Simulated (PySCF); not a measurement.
Cd(OMe)(SiH3), SMILES [O](C)[Cd][SiH3] (CH6CdOSi), singlet at its B3LYP/def2-SVP optimised geometry (Å):

```
10

Cd     0.4635     0.4012     0.0000
O     -1.5239     0.5554     0.0000
C     -2.4804    -0.4598     0.0168
H     -3.4952    -0.0135     0.0122
H     -2.4336    -1.1356    -0.8650
H     -2.4301    -1.1094     0.9180
Si     2.9561     0.4012     0.0000
H      3.4946     1.0495     1.2335
H      3.4952     1.1356    -1.1840
H      3.4736    -0.9995    -0.0497
```

Level of theory: B3LYP/def2-TZVP, def2 effective core potentials past Kr run with PySCF 2.14.0. The core electrons that the potentials of Cd replace are not part of the density. Cells within 0.4 Å of a nucleus heavier than hydrogen are left out (blank, or x).

Map of the Laplacian of the electron density (e/bohr⁵), clipped to [-1.50, 1.50] on the plane z = 0.0 Å:

```
|5555555555555555555555555555555|
|5555555555555555555555555555555|
|5555555555555555555555555555555|
|5555555555555555555555555555555|
|5555555555555555555555555555555|
|5555555555555555555555555555555|
|5555555555555555555555555555555|
|5555555555555555555555555555555|
|5555555555555555555555555555555|
|5555555555555555555555555555555|
|5555555555555555555555555555555|
|5555555555555555655555555555555|
|5555555556656569997554575555555|
|5555555556xx3699x095449x9555555|
|5555555556xx2690xx9645xxx655555|
|5555500343466589009544999555555|
|55555531xx555558996555554455555|
|55555555xx555555555555542355555|
|5555555555555555555555550255555|
|5555555555555555555555555555555|
|5555555555555555555555555555555|
|5555555555555555555555555555555|
|5555555555555555555555555555555|
|5555555555555555555555555555555|
|5555555555555555555555555555555|
|5555555555555555555555555555555|
|5555555555555555555555555555555|
|5555555555555555555555555555555|
|5555555555555555555555555555555|
|5555555555555555555555555555555|
|5555555555555555555555555555555|
```
Scale: ten equal steps from -1.50 (start of '0') to 1.50 (end of '9'), in the order '0123456789'; x runs from -5.50 to 5.50, y from -5.50 (bottom) to 5.50 (top).
